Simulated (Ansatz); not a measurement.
Consider the formal exchange of groups at the Si–F bond: `C[SiH](F)CF` + BH₃ → `B[SiH](C)CF` + H–F.

Gas-phase electronic energies from Ansatz, PBE0-D4/def2-TZVP geometries. CCSD(T)/CBS adds triple-zeta CCSD(T) − MP2 to the extrapolated MP2 energy (def2 sets, frozen cores). This one scheme is used for every species. DFT in def2-TZVPP. One conformer a species, not always the lowest.

| level | ΔE (kJ/mol) | difference from CCSD(T)/CBS |
| --- | --- | --- |
| r2SCAN-D4 | 160.4 | 2.1 |
| PBE0-D4 | 145.8 | -12.5 |
| ωB97M-V | 165.6 | 7.3 |
| r2SCAN | 161.5 | 3.2 |
| MP2/def2-TZVPP | 164.6 | 6.3 |
| SCS-MP2/def2-TZVPP | 170.1 | 11.8 |
| CCSD/def2-TZVPP | 162.4 | 4.1 |
| MP2/def2-QZVPP | 165.2 | 6.9 |
| SCS-MP2/def2-QZVPP | 170.6 | 12.3 |
| CCSD/CBS(def2) | 162.1 | 3.8 |
| CCSD(T)/CBS | 158.3 | 0 |

Largest T1 diagnostic among the species: 0.011.

From PBE to PBE0 (25 % exact exchange), in def2-TZVPP and without D4, ΔE moves by +6.0 kJ/mol. In def2-TZVPP, CCSD(T) changes the Hartree–Fock value by −31.9 kJ/mol (the triples alone add −3.8 kJ/mol) and MP2 by −25.9 kJ/mol.
